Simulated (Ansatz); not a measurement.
A nudged elastic band was laid between two geometries of CH$_{2}$FNSi (6 atoms, charge 0, multiplicity 1).

The calculation used UKS PBE0-D4/cc-pVDZ in Ansatz 0.2.0.

- movable images: 5
- climbing image: yes
- spring: 50.0 eV/Å²
- optimiser: quadratic models (default)
- start path: through a guess of the saddle point
- force threshold: 0.05 eV/Å
- iteration limit: 60
- end points: relaxed

Image 0:

```xyz
6
Properties=species:S:1:pos:R:3
F 1.902 -0.345 -0.762
Si 0.277 -0.198 -0.622
C -0.475 0.487 0.829
N -0.497 -0.807 0.882
H -0.330 -0.410 -1.951
H -0.835 1.209 1.578
```

Image 6:

```xyz
6
Properties=species:S:1:pos:R:3
F 2.134 -0.523 -0.212
Si 1.104 0.644 -0.843
C -0.302 0.475 0.508
N -0.621 -0.283 -0.470
H -1.416 -0.929 -0.485
H -0.857 0.552 1.456
```

**Question.** Which bonds break or form, and what moves?

**Answer.** Bonds broken: Si2–H5. Bonds formed: N4–H5.

**Question.** What energy profile does the band end with?

**Answer.** The run converged. The highest image is number 5 of 0 to 6, 1.04 eV above the first end and 1.10 eV above the last; the last end lies 0.06 eV below the first. The profile has 2 maxima (images 2, 5) with wells between them (image 4): this band takes more than one step, which may be the mechanism or a detour left from its start path. Another band between the same ends (5 images) ends at a top of the same energy, where a vibrational analysis finds 1 clearly imaginary mode. The orbitals stay closed-shell, which can raise the energy where a bond breaks towards radicals; this wasn't checked here.

| image | path coordinate (Å) | energy (eV) | Si2–H5 (Å) | N4–H5 (Å) |
| --- | --- | --- | --- | --- |
| 0 | 0.00 | 0.00 | 1.48 | 2.87 |
| 1 | 0.65 | 0.47 | 1.47 | 2.43 |
| 2 | 1.30 | 0.80 | 1.53 | 1.93 |
| 3 | 1.95 | 0.54 | 1.80 | 1.19 |
| 4 | 2.60 | 0.29 | 2.26 | 1.05 |
| 5 | 3.25 | 1.04 | 2.60 | 1.00 |
| 6 | 3.97 | -0.06 | 2.99 | 1.02 |

**Question.** What is the geometry of the highest image?

**Answer.** 
```xyz
6
Properties=species:S:1:pos:R:3:forces:R:3
F 2.075 -0.463 -0.273 -0.01 0.01 0.00
Si 0.923 0.593 -0.889 0.01 -0.01 0.00
C -0.301 0.496 0.565 0.00 -0.01 -0.01
N -0.840 -0.408 -0.140 0.01 0.01 0.01
H -1.124 -1.018 -0.883 0.00 -0.01 -0.01
H -0.691 0.736 1.574 0.00 0.00 0.01
```

The run took 100 s on 2 threads of Intel(R) Xeon(R) Platinum 8488C (Sapphire Rapids), with other jobs on the host, peak memory 0.2 GiB.
